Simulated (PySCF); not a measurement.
Hf⁺ (hafnium, charge +1): UHF calculation

Configuration: [Xe] 4f14 5d2 6s1, 6s spin antiparallel (an excited configuration). Computed with PySCF 2.14 in aug-cc-pVDZ-PP with ECP60MDF, with scalar relativity through the core potential.

* Total energy: -47.697572 hartree
* One-electron energy: -76.5815 hartree
* Hartree (Coulomb) energy: 34.1270 hartree
* Exchange energy: -5.2431 hartree
* ⟨S²⟩: 1.7520
* ⟨L²⟩: 12.027
* Sum of ⟨r⟩: 18.52 bohr
* Sum of ⟨r²⟩: 40.98 bohr²

| shell | electrons | mean orbital energy (eV) | rms radius, mean of both spins (bohr) |
| --- | --- | --- | --- |
| 5s α | 1 | -86.787 | 1.23 |
| 5s β | 1 | -85.369 | 1.23 |
| 5p α | 3 | -51.181 | 1.45 |
| 5p β | 3 | -48.659 | 1.45 |
| 5d α | 2 | -13.948 | 2.39 |
| 6s β | 1 | -12.376 | 3.73 |

Energies and moments cover only the electrons outside the core potential. Spin-orbit coupling, absent here, splits the open shell strongly. With the s spin flipped the determinant is a mixture of two multiplicities, not a spectroscopic state.
